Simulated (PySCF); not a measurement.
C2H7BFN, SMILES B(F)N(C)C.

Coordinates come from a B3LYP-D3(BJ)/def2-SVP optimisation. The structure was generated by enumeration, and PubChem lists no compound with its InChIKey, so it may never have been made. The values are those of a single conformer.

Two levels are set side by side: PBE/def2-TZVP (PySCF) and r2SCAN/def2-TZVP (PySCF). Same geometry, gas phase. Differences are taken from unrounded values.

```csv
quantity,r2SCAN
orbital gap (eV),6.48
highest occupied level (eV),-6.24
lowest empty level (eV),0.24
dipole moment (D),2.34
mean polarisability (bohr³),49.0
```

Task: What does PBE give, and how far is it from r2SCAN? (An estimate is asked for; the answer gives what the named calculation found.)

Result: 
```tsv
quantity	PBE	PBE minus r2SCAN
orbital gap (eV)	5.85	-0.62
highest occupied level (eV)	-6.02	0.22
lowest empty level (eV)	-0.16	-0.40
dipole moment (D)	2.34	0.00
mean polarisability (bohr³)	50.4	1.4
```

Rough cost on one machine, each run with all the roots and properties that it gave: r2SCAN against PBE about 4 times.
